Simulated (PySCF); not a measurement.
PySCF 2.14 output of an unrestricted PBE0 calculation on a single atom or ion in x2c-TZVPPall with one added diffuse shell each of s, p, d, f type (12s8p8d4f1g, 113 functions), with the spin-free X2C one-electron Hamiltonian (Gaussian nucleus):

```
SCF conv_tol = 1e-09
number electrons alpha = 41  beta = 34
    C. Adamo and V. Barone.,  J. Chem. Phys. 110, 6158 (1999)
    M. Ernzerhof and G. E. Scuseria.,  J. Chem. Phys. 110, 5029 (1999)
cycle= 1 E= -16693.1456419259  delta_E= -0.0179  |g|= 0.194  |ddm|= 0.495
cycle= 2 E= -16693.1452761438  delta_E= 0.000366  |g|= 0.189  |ddm|= 0.227
cycle= 3 E= -16693.1483195064  delta_E= -0.00304  |g|= 0.00991  |ddm|= 0.0962
cycle= 4 E= -16693.1483377266  delta_E= -1.82e-05  |g|= 0.000369  |ddm|= 0.0224
cycle= 5 E= -16693.1483378999  delta_E= -1.73e-07  |g|= 2.94e-05  |ddm|= 0.00807
cycle= 6 E= -16693.1483379059  delta_E= -6e-09  |g|= 4.38e-06  |ddm|= 0.00188
cycle= 7 E= -16693.148337906  delta_E= -1.13e-10  |g|= 5.21e-07  |ddm|= 0.000291
converged SCF energy = -16693.148337906  <S^2> = 15.752432  2S+1 = 8.0006079
```

The run itself started from symmetry-adapted Hartree-Fock orbitals and held the occupation by maximum overlap, on a logarithmic radial grid, so the iterations belong to that start.

Which element, charge and spin multiplicity is this?

Re (rhenium, neutral), multiplicity 8; the state was [Xe] 4f14 5d5 6s1 7s1, high-spin 8S determinant (an excited configuration).

Spin-orbit coupling, which splits the p, d and f shells strongly at this Z, is absent. The outer electron is Rydberg-like, and this basis confines it to a smaller radius and binds it less than a complete one would.
